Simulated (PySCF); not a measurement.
Compound: C7H13 (doublet state).
Geometry (GFN2-xTB, Å), atoms numbered from 1 in this order:
```
atom  x, y, z in Å
C1    -2.7111   -0.5704    0.0235
C2    -1.6723    0.4546    0.1994
C3    -0.3589    0.1041   -0.5369
C4     0.6719    1.2436   -0.4341
C5     2.0086    0.5497   -0.1829
C6     1.6167   -0.6201    0.7135
C7     0.3315   -1.1370    0.0665
H8    -3.1273   -1.1008    0.8568
H9    -3.0280   -0.8464   -0.9639
H10   -1.4598    0.6073    1.2590
H11   -2.0154    1.4122   -0.2188
H12   -0.6058   -0.0845   -1.5848
H13    0.6858    1.8656   -1.3284
H14    0.4315    1.8827    0.4178
H15    2.4212    0.1754   -1.1213
H16    2.7416    1.2102    0.2785
H17    1.4120   -0.2568    1.7221
H18    2.3891   -1.3858    0.7740
H19   -0.3150   -1.6453    0.7806
H20    0.5786   -1.8477   -0.7235
```

The hyperfine couplings belong to this conformer and change with its torsions.

As a line formula: `[CH2]CC1CCCC1` [radical].

Computed with PySCF 2.14.0, UKS B3LYP, pcH-1 on C H, non-relativistic, mean-field spin-orbit, GIAO. Isolated species at its GFN2-xTB geometry (one conformer only). The geometry wasn't refined by DFT: couplings that depend on bond lengths, twists or pyramidal angles can differ widely from those at the functional's own minimum. Stability of the SCF solution: not tested.

(1) Where do the isotropic ENDOR lines of C1, C3, C2, C5/C6, H8/H9, H10/H11, H12, H16/H17 and H13/H20 fall at 343.0 mT, to first order?

(2) Which pairs are centred on the nuclear Larmor frequency, and which on half the coupling?

(3) At what field would the lower line of H8/H9 fall to zero frequency?

## Answers

(1) For S = 1/2 in fast tumbling each set of equivalent nuclei gives two lines, ν± = |νn ± a/2| to first order, with νn = g_N μN B/h and μN/h = 7.62259 MHz/T.

```tsv
nuclei	isotope	g_N	νn (MHz)	a_iso (MHz)	lower line (MHz)	upper line (MHz)
C1	13C	1.4048	3.67	88.42	40.54	47.88
C3	13C	1.4048	3.67	55.42	24.04	31.38
C2	13C	1.4048	3.67	-33.38	13.02	20.36
C5/C6	13C	1.4048	3.67	0.83	3.26	4.09
H8/H9	1H	5.5857	14.60	-63.66	17.22	46.43
H10/H11	1H	5.5857	14.60	59.62	15.21	44.41
H12	1H	5.5857	14.60	-2.44	13.39	15.82
H16/H17	1H	5.5857	14.60	1.86	13.67	15.54
H13/H20	1H	5.5857	14.60	1.65	13.78	15.43
```

The rows for 13C, of low natural abundance, apply to labelled samples.

(2) Centred on νn, since |a| < 2νn: C5/C6, H12, H16/H17 and H13/H20. Centred on |a|/2 and split by 2νn: C1, C3, C2, H8/H9 and H10/H11.

(3) Where νn = |a|/2, that is B = 31.83 MHz/(5.5857 × 7.62259 MHz/T) = 748 mT, as far as first order holds there.

Class means assume fast exchange of nuclei equivalent by connectivity; if that motion is slow, each nucleus keeps its own coupling. The 1H value of +59.6 MHz is a mean of couplings from 3.3 to 116.0 MHz in this one geometry, not an average over conformers.
